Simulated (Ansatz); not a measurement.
Reaction (redistribution): `NB(O)[SeH]` + `B[CH2][GeH2][Cl]` → `NB(O)Cl` + `B[CH2][GeH2][SeH]`

Isolated molecules relaxed with PBE0-D4/def2-TZVP in Ansatz; ΔE leaves out vibrations. CCSD(T)/CBS adds triple-zeta CCSD(T) − MP2 to the extrapolated MP2 energy (def2 sets, frozen cores). DFT in def2-TZVPP. B3LYP here is the variant with VWN-RPA as its local correlation; programs differ in this. HSE06 is defined as in plane-wave codes. For Ge, Se outer-core shells are correlated without core-valence functions, which leaves a few kJ/mol of doubt a bond. Scalar relativity is left out up to krypton. One conformer a species, not always the lowest.

`NB(O)[SeH]`:

Cartesian coordinates in Å:
```
N -0.622 -0.772 0.129
B 0.374 0.180 -0.145
O 1.541 -0.099 -0.799
Se 0.205 2.073 0.391
H -0.550 -1.739 -0.138
H -1.473 -0.550 0.610
H 1.638 -1.015 -1.067
H -1.113 1.920 1.019
```

`B[CH2][GeH2][Cl]`:

```xyz
10

B     0.124   -1.605    0.260
C    -0.432   -0.439   -0.566
Ge    0.241    1.219    0.260
Cl   -0.566    2.840   -0.917
H    -0.469   -2.013    1.217
H     1.195   -2.077    0.004
H    -0.065   -0.372   -1.594
H    -1.517   -0.313   -0.533
H     1.767    1.341    0.180
H    -0.278    1.420    1.689
```

`NB(O)Cl`:

```xyz
7

N    -0.676   -0.817   -0.316
B     0.194    0.150    0.183
O     0.477    1.269   -0.538
Cl    0.941   -0.091    1.789
H    -0.907   -1.653    0.187
H    -1.116   -0.718   -1.214
H     1.087    1.858   -0.091
```

`B[CH2][GeH2][SeH]`:

Cartesian coordinates in Å:
```
B -1.638 0.122 0.583
C -0.236 0.364 1.150
Ge 0.970 -0.393 -0.228
Se 0.402 0.633 -2.277
H -2.165 0.943 -0.110
H -2.194 -0.924 0.764
H 0.076 1.406 1.247
H 0.023 -0.208 2.045
H 0.798 -1.917 -0.330
H 2.425 -0.053 0.139
H 1.539 0.026 -2.983
```

| level | ΔE (kJ/mol) | difference from CCSD(T)/CBS |
| --- | --- | --- |
| LDA (SPW92) | -38.5 | -6.8 |
| PBE-D4 | -35.1 | -3.4 |
| revPBE-D4 | -34.2 | -2.5 |
| BLYP-D4 | -33.5 | -1.8 |
| r2SCAN-D4 | -34.2 | -2.5 |
| B97M-V | -30.5 | 1.2 |
| PBE0-D4 | -34.6 | -2.9 |
| B3LYP-D4 | -33.2 | -1.5 |
| r2SCANh-D4 | -34.3 | -2.6 |
| r2SCAN0-D4 | -34.4 | -2.7 |
| HSE06-D4 | -34.6 | -2.9 |
| BHLYP-D4 | -32.6 | -0.9 |
| CAM-B3LYP-D4 | -31.5 | 0.2 |
| ωB97X-V | -30.3 | 1.4 |
| ωB97M-V | -32.9 | -1.2 |
| B2PLYP | -30.9 | 0.8 |
| PBE-QIDH | -32.8 | -1.1 |
| revPBE | -31.4 | 0.3 |
| BLYP | -30.5 | 1.2 |
| r2SCAN | -33.9 | -2.2 |
| PBE0 | -33.2 | -1.5 |
| B3LYP | -30.7 | 1.0 |
| r2SCANh | -33.9 | -2.2 |
| r2SCAN0 | -34.0 | -2.3 |
| HSE06 | -33.3 | -1.6 |
| BHLYP | -29.7 | 2.0 |
| CAM-B3LYP | -30.0 | 1.7 |
| RPA@PBE/def2-TZVPP | -28.9 | 2.8 |
| CCSD/def2-SVP | -39.2 | -7.5 |
| CCSD(T)/def2-SVP | -39.8 | -8.1 |
| MP2/def2-TZVPP | -32.5 | -0.8 |
| SCS-MP2/def2-TZVPP | -30.2 | 1.5 |
| CCSD/def2-TZVPP | -30.4 | 1.3 |
| CCSD(T)/def2-TZVPP | -31.3 | 0.4 |
| HF/def2-QZVPP | -24.8 | 6.9 |
| MP2/def2-QZVPP | -32.5 | -0.8 |
| SCS-MP2/def2-QZVPP | -29.8 | 1.9 |
| HF/CBS(def2) | -24.7 | 7.0 |
| MP2/CBS(def2) | -32.9 | -1.2 |
| CCSD/CBS(def2) | -30.7 | 1.0 |
| CCSD(T)/CBS | -31.7 | 0 |

Largest T1 diagnostic among the species: 0.011.

In def2-TZVPP, CCSD(T) changes the Hartree–Fock value by −5.7 kJ/mol (the triples alone add −0.9 kJ/mol) and MP2 by −6.9 kJ/mol. Leaving LDA and LC-ωPBE aside and taking each functional with its dispersion term where it has one, the values spread over 4.8 kJ/mol, from PBE-D4 to ωB97X-V. LDA lies −4.9 kJ/mol from PBE without D4.
